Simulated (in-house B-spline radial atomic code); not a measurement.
**Response and correlation of F⁻**

Closed shell [He] 2s2 2p6. Computed with a B-spline radial code for spherical atoms: Dirac-Hartree-Fock, relativistic RPA (time-dependent Dirac-Hartree-Fock) for the response and second-order many-body perturbation theory for correlation, no-pair Dirac-Coulomb Hamiltonian, finite nucleus.

Command:
```bash
python run_mb.py task.json out
```
Settings (nuclear radius in fm, box in bohr, cutoff in hartree):
```
basis_form          2
Z                   9
core_configuration  [He] 2s2 2p6
rms_radius          2.8976
mass_number         19
speed_of_light      137.036
box_radius          67.716
lmax                7
intervals           71
virtual_cutoff      2025.0
```

Run time, properties included: 1.7 s on 1 thread of Arm Neoverse V1 (shared host).

```tsv
multipole (bohr³, bohr⁵, bohr⁷)	uncoupled	coupled RPA
dipole	7.5223	10.69
quadrupole	46.332	?
octupole	812.09	1186
```

What is the coupled quadrupole polarisability?

76.984 atomic units, +66 % against the uncoupled value.

Which subshells carry the dipole polarisability?

2p3/2 66.6 %, 2p1/2 32.4 %, 2s1/2 1.0 %.

What does the dipole shielding factor come to?

The dipole shielding factor is 1.111, against the exact N/Z = 10/9 = 1.111 of the non-relativistic theorem.

Dipole polarisability at imaginary frequency:

```json
{"u (Eh)": "0", "α(iu) (bohr³)": "10.69"}
{"u (Eh)": "0.0177", "α(iu) (bohr³)": "10.66"}
{"u (Eh)": "0.053", "α(iu) (bohr³)": "10.45"}
{"u (Eh)": "0.106", "α(iu) (bohr³)": "9.82"}
{"u (Eh)": "0.177", "α(iu) (bohr³)": "8.735"}
{"u (Eh)": "0.354", "α(iu) (bohr³)": "6.312"}
{"u (Eh)": "0.707", "α(iu) (bohr³)": "3.651"}
{"u (Eh)": "1.77", "α(iu) (bohr³)": "1.265"}
```

What dispersion coefficients follow for two such ions (the dispersion part alone)?

C6 = (3/π)∫α(iu)²du = 40.65 hartree·bohr⁶ and C8 = 1334 hartree·bohr⁸.

Second-order correlation energy by the highest angular momentum of the excited pair (hartree): s -0.01959, p -0.2002, d -0.1218, f -0.0349, g -0.01353, h -0.005306, i -0.002479, k -0.00131.

What is the second-order correlation energy at the partial-wave limit?

The listed waves sum to -0.39905 hartree; extrapolating the increments as (l + 1/2)⁻⁴ gives -0.40173 hartree, -1.09 eV per electron.
